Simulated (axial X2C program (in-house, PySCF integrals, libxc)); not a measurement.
## Which molecule has these constants?

All values come from calculations with an axial X2C code built on PySCF integrals, spin-free (one-electron X2C) or two-component (2c: spin–orbit coupling with atomic mean-field Coulomb and Gaunt terms, which also bring small scalar terms), in Dyall basis sets with cores contracted in-house; open shells are unrestricted.

A two-component PBE0 calculation in a Dyall 3-zeta basis gave Re = 2.658 Å, ωe = 278.8 cm⁻¹, De = 1.40 eV, Ω = 1.

Which molecule is it?
A. KC⁻
B. CsC⁻
C. CH⁻
D. RbC⁻
E. LiC⁻

A. The others have RbC⁻ 2.771 Å and 251.9 cm⁻¹ (Ω = 1); LiC⁻ 1.986 Å and 542.9 cm⁻¹ (Ω = 1); CsC⁻ 2.848 Å and 247.0 cm⁻¹ (Ω = 1); CH⁻ 1.137 Å and 2650.8 cm⁻¹ (Ω = 1).

Each entry is the lowest single determinant of a limited PBE0 search at one distance. De goes to single-determinant-based atoms at the same level (for ions the charge split of lowest energy) and is withheld (n/a) where an atom does not fit its ground term or J level. Main or longest-lived isotopes. One determinant is a doubtful description, or other states lie close, for KC⁻, RbC⁻, LiC⁻, CsC⁻, CH⁻; these need not be ground states, and all values refer to the states named. Some open-shell Ω = 0 determinants are out of reach, so the Ω given for KC⁻, RbC⁻, LiC⁻, CsC⁻, CH⁻ need not be the lowest component. With several unpaired electrons the Ω given is that of one determinant, not necessarily of the lowest component. The functionals have no current term, which raises determinants with orbital currents.
